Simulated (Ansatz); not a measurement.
Reaction (redistribution): `F[SiH2]O[SiH3]` + `[SiH3][SiH2][TeH]` → `F[SiH2]O[SiH2][SiH3]` + `[SiH3][TeH]`

Calculated with Ansatz (gas phase, PBE0-D4/def2-TZVP geometries, no zero-point term in ΔE). CCSD(T)/CBS adds triple-zeta CCSD(T) − MP2 to the extrapolated MP2 energy (def2 sets, frozen cores). Elements past krypton have def2 core potentials. For Te outer-core shells are correlated without core-valence functions, which leaves a few kJ/mol of doubt a bond. Each species was taken in one conformer, which may not be the lowest.

```tsv
species	MP2/def2-TZVPP energy (Eh)
`F[SiH2]O[SiH3]`	-756.08102
`[SiH3][SiH2][TeH]`	-849.11618
`F[SiH2]O[SiH2][SiH3]`	-1046.30672
`[SiH3][TeH]`	-558.88479
```

(1) Work out ΔE.

Largest T1 diagnostic among the species: 0.012.

## Answers

(1) ΔE = (-1046.30672) + (-558.88479) − (-756.08102) − (-849.11618) = 0.00569 Eh = +14.9 kJ/mol. CCSD(T)/CBS gives +13.1 kJ/mol.
